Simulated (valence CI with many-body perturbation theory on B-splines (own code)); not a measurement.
## Energy levels of Pb LXXVIII

Computed by relativistic CI+MBPT: three valence electrons over a frozen Dirac-Fock core [He], a basis of 11 s, 11 p, 10 d, 8 f, 5 g, 2 h functions for each j, with the one-electron correlation potential Σ1, the two-electron term Σ2, the three-electron term Σ3, Breit, model QED; selected CI, second order for the rest, scaled by the run's own slope (own B-spline code, finite nucleus).

No measured spectrum was set against this ion. As an estimate, large intervals hold to a few tenths of a per cent, small ones and those within an open d or f shell to about a per cent.

Levels 46 to 90 of 167, with energies above the lowest level, (2s^2 2p1/2) J=1/2. "Leading %" is the weight of the configuration and term that name the level; weights of strongly mixed levels are sums over their largest components and can fall short. In the jj column 3d3/2^4 stands for four electrons in 3d with j = 3/2. Lifetimes count E1, E2, E3, M1 and M2 decay at the calculated energies, and are blank where another channel may lead or the interval is too uncertain; long ones can be off by a factor of two.

```tsv
No.	Configuration	Term	J	E (eV)	Leading %	Leading jj	g	Lifetime
46	2s 2p 3s	2P°	1/2	16262	90	2s 2p3/2 3s (100 %)	0.824	1.55 fs
47	2s 2p 3p	4P	3/2	16266	45	2s 2p3/2 3p1/2 (100 %)	1.611	3.47 fs
48	2s 2p 3p	2D	5/2	16266	44	2s 2p3/2 3p1/2 (100 %)	1.291	1.35 fs
49	2s 2p 3s	2P°	3/2	16271	82	2s 2p3/2 3s (99 %)	1.368	3.07 fs
50	2s 2p 3p	2P	1/2	16368	47	2s 2p3/2 3p1/2 (99 %)	1.261	1.30 fs
51	2s 2p 3p	2D	3/2	16369	61	2s 2p3/2 3p1/2 (99 %)	0.959	1.98 fs
52	2p2 3s	4P	3/2	16494	88	2p1/2 2p3/2 3s (99 %)	1.640	3.61 fs
53	2p2 3s	2P	1/2	16506	66	2p1/2 2p3/2 3s (99 %)	1.283	1.76 fs
54	2p2 3s	2D	5/2	16512	65	2p1/2 2p3/2 3s (99 %)	1.293	3.28 fs
55	2p2 3s	2D	3/2	16521	64	2p1/2 2p3/2 3s (100 %)	0.939	1.86 fs
56	2p2 3p	4P°	1/2	16571	49	2p1/2 2p3/2 3p1/2 (100 %)	1.725	796 as
57	2p2 3p	4D°	3/2	16577	54	2p1/2 2p3/2 3p1/2 (100 %)	1.114	792 as
58	2p2 3p	2F°	5/2	16590	50	2p1/2 2p3/2 3p1/2 (100 %)	1.027	793 as
59	2p2 3p	2P°	3/2	16647	43	2p1/2 2p3/2 3p1/2 (99 %)	1.290	857 as
60	2s 2p 3p	4D	7/2	16935	100	2s 2p3/2 3p3/2 (100 %)	1.392	97.9 fs
61	2s 2p 3p	2P	3/2	16948	55	2s 2p3/2 3p3/2 (100 %)	1.467	1.78 fs
62	2s 2p 3p	4P	5/2	16970	53	2s 2p3/2 3p3/2 (100 %)	1.380	1.92 fs
63	2s 2p 3p	2S	1/2	16976	47	2s 2p3/2 3p3/2 (100 %)	1.334	1.05 fs
64	2s 2p 3d	4D°	5/2	17017	44	2s 2p3/2 3d3/2 (100 %)	1.206	376 as
65	2s 2p 3d	4D°	3/2	17024	43	2s 2p3/2 3d3/2 (100 %)	1.300	345 as
66	2s 2p 3d	4F°	7/2	17026	44	2s 2p3/2 3d3/2 (99 %)	1.182	402 as
67	2s 2p 3d	4P°	1/2	17031	82	2s 2p3/2 3d3/2 (100 %)	2.124	386 as
68	2s 2p 3p	2D	5/2	17048	71	2s 2p3/2 3p3/2 (100 %)	1.249	2.23 fs
69	2s 2p 3p	2P	3/2	17070	57	2s 2p3/2 3p3/2 (100 %)	1.217	2.45 fs
70	2s 2p 3p	2S	1/2	17075	59	2s 2p3/2 3p3/2 (100 %)	1.715	19.4 fs
71	2s 2p 3d	2D°	3/2	17121	62	2s 2p3/2 3d3/2 (96 %)	0.898	366 as
72	2s 2p 3d	2F°	5/2	17126	68	2s 2p3/2 3d3/2 (100 %)	0.917	393 as
73	2s 2p 3d	2P°	1/2	17137	71	2s 2p3/2 3d3/2 (99 %)	0.596	334 as
74	2s 2p 3d	4F°	9/2	17175	100	2s 2p3/2 3d5/2 (100 %)	1.301	2.03 ps
75	2s 2p 3d	2D°	5/2	17203	41	2s 2p3/2 3d5/2 (99 %)	1.299	458 as
76	2s 2p 3d	4D°	7/2	17210	51	2s 2p3/2 3d5/2 (97 %)	1.266	305 as
77	2s 2p 3d	2D°	3/2	17220	39	2s 2p3/2 3d5/2 (92 %)	1.159	462 as
78	2s 2p 3d	2P°	1/2	17239	78	2s 2p3/2 3d5/2 (91 %)	0.827	412 as
79	2p2 3p	4D°	5/2	17270	51	2p1/2 2p3/2 3p3/2 (98 %)	1.397	1.47 fs
80	2p2 3p	2P°	1/2	17278	37	2p1/2 2p3/2 3p3/2 (93 %)	1.511	1.21 fs
81	2p2 3p	2F°	7/2	17279	42	2p1/2 2p3/2 3p3/2 (63 %)	1.199	1.08 fs
82	2p2 3p	2D°	3/2	17283	50	2p1/2 2p3/2 3p3/2 (95 %)	1.108	1.29 fs
83	2s 2p 3d	2F°	7/2	17302	45	2s 2p3/2 3d5/2 (65 %)	1.174	1.71 fs
84	2s 2p 3d	2D°	5/2	17308	44	2s 2p3/2 3d5/2 (69 %)	1.159	381 as
85	2p2 3p	4S°	3/2	17311	33	2p1/2 2p3/2 3p3/2 (97 %)	1.408	1.31 fs
86	2s 2p 3d	2P°	3/2	17316	68	2s 2p3/2 3d5/2 (96 %)	1.255	422 as
87	2p2 3p	2D°	5/2	17327	46	2p1/2 2p3/2 3p3/2 (69 %)	1.146	616 as
88	2p2 3d	4F	3/2	17338	43	2p1/2 2p3/2 3d3/2 (100 %)	0.914	1.13 fs
89	2p2 3d	4F	5/2	17338	52	2p1/2 2p3/2 3d3/2 (100 %)	0.945	2.90 fs
90	2p2 3d	4D	1/2	17346	78	2p1/2 2p3/2 3d3/2 (100 %)	0.256	1.98 fs
```
